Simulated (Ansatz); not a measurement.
Computed with Ansatz on PBE0-D4/def2-TZVP structures; ΔE is electronic, products minus reactants. CCSD(T)/CBS adds triple-zeta CCSD(T) − MP2 to the extrapolated MP2 energy (def2 sets, frozen cores). This one scheme is used for every species. Functionals use def2-TZVPP. def2 core potentials past Kr. For Ge, I outer-core shells are correlated without core-valence functions, which leaves a few kJ/mol of doubt a bond. Scalar relativity is left out up to krypton. One conformer a species, not always the lowest.

Consider the ligand exchange at a Ge–C bond: `[F][GeH2][CH2][SiH3]` + HI → `[F][GeH2][I]` + `C[SiH3]`.

```json
{"level": "B2PLYP", "ΔE (kJ/mol)": "-89.2"}
{"level": "r2SCAN", "ΔE (kJ/mol)": "-91.1"}
{"level": "SCS-MP2/def2-TZVPP", "ΔE (kJ/mol)": "-82.0"}
{"level": "CCSD/def2-TZVPP", "ΔE (kJ/mol)": "-77.7"}
```

(1) What does CCSD(T)/CBS give? (An estimate is asked.)

Largest T1 diagnostic among the species: 0.011.

## Answers

(1) Computed: -81.6 kJ/mol. The listed levels differ from it by -7.6, -9.5, -0.4, 3.9 kJ/mol.

The D4 term adds +4.3 kJ/mol with B3LYP and +2.6 kJ/mol with PBE0; it sums over pairs of atoms, weighted by their polarisabilities, and B3LYP, whose exchange is more repulsive, gets the larger term. In def2-TZVPP, CCSD(T) changes the Hartree–Fock value by +20.3 kJ/mol (the triples alone add +0.9 kJ/mol) and MP2 by +14.7 kJ/mol.

B3LYP here is the variant with VWN-RPA as its local correlation; programs differ in this.
